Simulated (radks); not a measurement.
Values are calculated unless marked as measured or tabulated.
Q: Valence configurations of the nickel ion Ni2+ (all share [Ar]). Level of theory: Dirac Kohn-Sham, LDA (Slater exchange, Perdew-Wang correlation), spin-unpolarised, spherical densities, point nucleus; open shells are shared between the two j in proportion to 2j + 1 (a radial shooting solver on a logarithmic mesh with Libxc functionals). Order these by energy: 3d5 4s1 4p2; 3d6 4p2; 3d8; 3d7 4s1; 3d6 4s2; 3d7.5 4s0.5; 3d7 4p1; 3d5.5 4s0.5 4p2; 3d6 4s0.5 4p1.5; 3d7.5 4p0.5.

A: From the lowest, in eV above it: 3d8 0.000; 3d7.5 4s0.5 3.910; 3d7.5 4p0.5 7.394; 3d7 4s1 8.872; 3d7 4p1 16.118; 3d6 4s2 22.463; 3d6 4s0.5 4p1.5 34.203; 3d6 4p2 38.165; 3d5.5 4s0.5 4p2 47.582; 3d5 4s1 4p2 58.501. NIST lists [Ar] 3d8 as the ground configuration; this level of theory agrees among the configurations tried. The energies are those of spherical spin-averaged densities, not of single terms.
